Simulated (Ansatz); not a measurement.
H2OSSi, SMILES `O[Si]S` (excited triplet; H–O–Si–S torsion 90°, O–Si–S–H torsion 87°) (charge 0, multiplicity 3). This triplet is an excited state, 2.18 eV above the relaxed singlet at the level frozen-core CCSD(T)/cc-pVTZ // PBE0-D3(BJ)/def2-TZVP (Ansatz, a first-principles code).

Cartesian coordinates (Å):
SMILES: S[Si]O
```xyz
5

O     -1.5295     0.2130     0.0927
Si    -0.2064    -0.7725    -0.0364
S      1.6544    -0.0812    -0.7746
H     -2.1012     0.2531    -0.6785
H      2.1828     0.3876     0.3760
```
Charge 0, spin multiplicity 3.

Frozen-core energies in 6-31g from Ansatz at a geometry from PBE0-D3(BJ)/def2-TZVP; the HF reference has <S^2> = 2.01 and the T1 diagnostic is 0.018.

```json
[
 {"level": "HF", "energy (Ha)": "-762.32616", "difference from CCSDT(Q) (mHa)": "229.82"},
 {"level": "MP2", "energy (Ha)": "-762.53195", "difference from CCSDT(Q) (mHa)": "24.03"},
 {"level": "CCSD", "energy (Ha)": "-762.55050", "difference from CCSDT(Q) (mHa)": "5.48"},
 {"level": "CCSD(T)", "energy (Ha)": "-762.55467", "difference from CCSDT(Q) (mHa)": "1.31"},
 {"level": "CCSDT", "energy (Ha)": "-762.55526", "difference from CCSDT(Q) (mHa)": "0.73"},
 {"level": "CCSDT(Q)", "energy (Ha)": "-762.55598", "difference from CCSDT(Q) (mHa)": "0.00"}
]
```
